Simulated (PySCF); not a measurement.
Basis-set dependence of excited states

C3H4GeO.
Numbering: `[CH:1]#[C:2][C:3](=[O:4])[GeH3:5]` (hydrogens: H6 on C1; H7, H8, H9 on Ge5)

TDDFT with PBE0 (PySCF), vertical singlets, core orbitals frozen in the response, spherical d and f functions. Isolated species at its PBE0-D3(BJ)/def2-SVP geometry, gas phase. The PBE0/6-31G* calculation is non-relativistic and has no spin–orbit coupling, an omission that weighs most on germanium.

```json
{"basis": "6-31G*", "functions": "96", "diffuse": "no", "S1 (eV)": "3.19", "S2 (eV)": "4.69", "S3 (eV)": "5.72", "S4 (eV)": "6.19", "S5 (eV)": "6.83", "LUMO (eV)": "-1.92", "α (au)": "56.9"}
{"basis": "def2-SVP", "functions": "108", "diffuse": "no", "S1 (eV)": "3.14", "S2 (eV)": "4.73", "S3 (eV)": "5.74", "S4 (eV)": "6.12", "S5 (eV)": "6.68", "LUMO (eV)": "-2.11", "α (au)": "60.1"}
{"basis": "def2-SVPD", "functions": "153", "diffuse": "yes", "S1 (eV)": "3.13", "S2 (eV)": "4.63", "S3 (eV)": "5.63", "S4 (eV)": "6.04", "S5 (eV)": "6.49", "LUMO (eV)": "-2.35", "α (au)": "70.9"}
{"basis": "aug-cc-pVDZ", "functions": "164", "diffuse": "yes", "S1 (eV)": "3.14", "S2 (eV)": "4.62", "S3 (eV)": "5.60", "S4 (eV)": "5.93", "S5 (eV)": "6.38", "LUMO (eV)": "-2.31", "α (au)": "72.1"}
{"basis": "def2-TZVP", "functions": "196", "diffuse": "no", "S1 (eV)": "3.14", "S2 (eV)": "4.63", "S3 (eV)": "5.62", "S4 (eV)": "6.06", "S5 (eV)": "6.57", "LUMO (eV)": "-2.28", "α (au)": "68.0"}
{"basis": "def2-TZVPD", "functions": "241", "diffuse": "yes", "S1 (eV)": "3.13", "S2 (eV)": "4.61", "S3 (eV)": "5.59", "S4 (eV)": "5.96", "S5 (eV)": "6.54", "LUMO (eV)": "-2.32", "α (au)": "72.1"}
```

Problem. Compare the sets with the largest diffuse one.

Solution. States are compared by their number. Against the largest diffuse basis here (def2-TZVPD, itself not a converged limit), sets without diffuse functions differ by up to 0.06 eV in S1 and 0.29 eV in S5; the smaller diffuse sets differ by up to 0.01 and 0.16 eV. State by state, the largest deviation of a set without diffuse functions is S1 0.06, S2 0.11, S3 0.15, S4 0.23, S5 0.29 eV. The same number needn't mean the same state in each row. Against def2-TZVPD the polarisability deviates by -21% in 6-31G*, -17% in def2-SVP, -2% in def2-SVPD, 0% in aug-cc-pVDZ, -6% in def2-TZVP.
